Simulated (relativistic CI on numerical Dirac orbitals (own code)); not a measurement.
Electric-dipole transitions in Rb⁵⁺

Method of calculation: Dirac-Coulomb-Breit CI, orbitals from a KLI potential per configuration, a model potential for QED, valence Slater integrals scaled by 0.9, configuration energies shifted to the measured levels that pair with them (semi-empirical) (own radial code, finite nucleus).

CI space (outside the closed core [Ar] 3d10): 4s2 4p2, 4s 4p3, 4s2 4p 4d, 4p4, 4s2 4d2, 4s 4p2 4d, 4s2 4p 4f, 4s2 4p 5s, 4s 4p2 4f, 4p2 4d2, 4s2 4p 5p, 4s2 4f2, 4p3 4d, 4s2 4p 5d, 4s2 4p 6s, 4s 4p2 5s, 4s 4p 4d2, 4s2 4p 6p, 4s2 4d 4f, 4s2 4p 5f, 4s2 4p 5g, 4s 4p2 5p, 4s2 4p 6d, 4p2 4f2, 4s2 4p 6f, 4s2 4d 5s, 4p3 4f, 4s 4p 4d 4f, 4s 4p2 5d, 4s 4p 5s 5p. Levels of other configurations are missing.

```tsv
λ vac (nm)	Lower	Upper	A (s⁻¹)	E lower (cm⁻¹)	E upper (cm⁻¹)
44.733	4s2 4p2 3P_0 [1]	4s 4p3 1P°_1 [15]	6.85e+08	0.0	223548.1
45.753	4s2 4p2 3P_1 [2]	4s 4p3 1P°_1 [15]	3.35e+09	4984.4	223548.1
46.760	4s2 4p2 3P_2 [3]	4s 4p3 1P°_1 [15]	6.88e+08	9690.7	223548.1
47.092	4s2 4p2 3P_0 [1]	4s 4p3 3S°_1 [14]	3.60e+09	0.0	212349.0
48.224	4s2 4p2 3P_1 [2]	4s 4p3 3S°_1 [14]	8.64e+09	4984.4	212349.0
49.344	4s2 4p2 3P_2 [3]	4s 4p3 3S°_1 [14]	1.75e+10	9690.7	212349.0
50.014	4s2 4p2 1D_2 [4]	4s 4p3 1P°_1 [15]	1.51e+10	23603.3	223548.1
55.567	4s2 4p2 3P_2 [3]	4s 4p3 1D°_2 [13]	1.71e+08	9690.7	189652.8
55.959	4s2 4p2 1S_0 [5]	4s 4p3 1P°_1 [15]	1.95e+09	44844.6	223548.1
59.119	4s2 4p2 3P_0 [1]	4s 4p3 3P°_1 [11]	6.32e+08	0.0	169149.3
60.223	4s2 4p2 1D_2 [4]	4s 4p3 1D°_2 [13]	3.30e+09	23603.3	189652.8
60.660	4s2 4p2 3P_1 [2]	4s 4p3 3P°_2 [12]	1.96e+08	4984.4	169836.5
60.914	4s2 4p2 3P_1 [2]	4s 4p3 3P°_1 [11]	1.05e+09	4984.4	169149.3
61.122	4s2 4p2 3P_1 [2]	4s 4p3 3P°_0 [10]	2.19e+09	4984.4	168592.6
62.443	4s2 4p2 3P_2 [3]	4s 4p3 3P°_2 [12]	1.74e+09	9690.7	169836.5
62.712	4s2 4p2 3P_2 [3]	4s 4p3 3P°_1 [11]	4.55e+08	9690.7	169149.3
67.320	4s2 4p2 3P_0 [1]	4s 4p3 3D°_1 [7]	7.34e+08	0.0	148544.1
69.598	4s2 4p2 3P_1 [2]	4s 4p3 3D°_2 [8]	8.12e+08	4984.4	148667.0
69.657	4s2 4p2 3P_1 [2]	4s 4p3 3D°_1 [7]	1.67e+08	4984.4	148544.1
71.066	4s2 4p2 3P_2 [3]	4s 4p3 3D°_3 [9]	6.56e+08	9690.7	150404.8
```

Terms are leading LS components. Brackets give the number of a level in order of energy, since labels repeat. The list gives strong lines, with weight on those to low levels, without configurations that were not tied to measured data, without lines whose two gauges differ by over a factor of 2.5, among the lowest 400 of 1120 levels, so that lines to higher ones, which can be the strongest, are missing. Levels whose partners in the same complex of configurations lie outside the list can be far off, and so can their lines. Rates are taken at the computed energies, electric ones in the length gauge.

Configurations whose levels could be paired with our table of measured levels were shifted onto them, all but the ground configuration, by the median error of their levels; single terms can still be off by 1,000 to 2,000 cm⁻¹ or more, and rates follow the energies as ν³ (E1, M1) or ν⁵ (E2). The others borrow a shift and can be off by several thousand cm⁻¹ or more. 13 of the 13 excited levels that our extract of the measured tables holds in this range could be paired (the sources list more); they are missed by 762 cm⁻¹ on average and 3514 at most, after the shifts were fitted to these levels, and levels without a partner can miss by more.

Question: From the table, what is the radiative lifetime of 4s 4p3 1P°_1?

Answer: The listed rates from this level add up to about 2.18e+10 s⁻¹, 100 % of its decay; with all channels τ = 4.59e-11 s.

LS names give the leading component of a level, which can be under half, so a name can repeat, a term be missing and a line seem to break the LS rules.
